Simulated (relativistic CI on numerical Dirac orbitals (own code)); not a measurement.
## Os⁷⁺: O2,3 absorption edge

Computed with this model: Dirac-Coulomb-Breit CI, separate exchange-only KLI orbitals for each configuration, model QED (radiative potential, 1s self-energy scaled to tabulated hydrogen-like ionisation energies), valence Slater integrals scaled by 0.8, multiplet model of core-to-valence dipole absorption; configurations [Xe] 4f14 5d → [Kr] 4d10 4f14 5s2 5p5 5d2; 80 K; Lorentzian 1.5 eV and Gaussian 0.3 eV FWHM. Energies are those of the free ion, without screening or charge transfer. The branching ratio is the share of the lower-energy edge in the whole absorption, uncertain by about 0.02 where the edges overlap. S is read from ⟨S²⟩ = S(S + 1).

Field parameters in Wybourne normalisation: Td as Oh with Dq negative (B⁴₀ = 21Dq, B⁴₄ = √(5/14) B⁴₀). The field is a parameter set, without covalency.

free ion: ground-state S = 0.50, centroid 61.66 eV. Peaks (eV, height): 53.2 (54), 55.5 (37), 61.2 (57), 65.8 (31), 68.2 (100).

Td, 10Dq = -4450 cm⁻¹: ground-state S = 0.50, centroid 61.71 eV. Peaks (eV, height): 53.2 (59), 55.5 (39), 61.5 (56), 65.8 (36), 68.2 (100).

Td, 10Dq = -10000 cm⁻¹: ground-state S = 0.50, centroid 61.85 eV. Peaks (eV, height): 53.5 (76), 55.8 (43), 61.8 (54), 67.2 (92), 68.5 (100).

Td, 10Dq = -15600 cm⁻¹: ground-state S = 0.50, centroid 62.01 eV. Peaks (eV, height): 54.0 (67), 60.2 (32), 62.2 (42), 67.2 (100).

Strongest unbroadened transitions for Td, 10Dq = -10000 cm⁻¹:

```
Energy (eV)  Relative strength
      52.74               53.3
      53.52               74.5
      53.86               32.7
      54.27               14.3
      55.70               51.4
      56.59               16.6
      60.27               17.5
      60.66               29.7
      61.22               15.9
      61.76               18.6
      62.00               16.8
      62.06               30.2
      65.94               58.6
      66.97               15.4
      67.23              100.0
      68.42               93.7
      69.10               55.5
      69.33               16.2
```
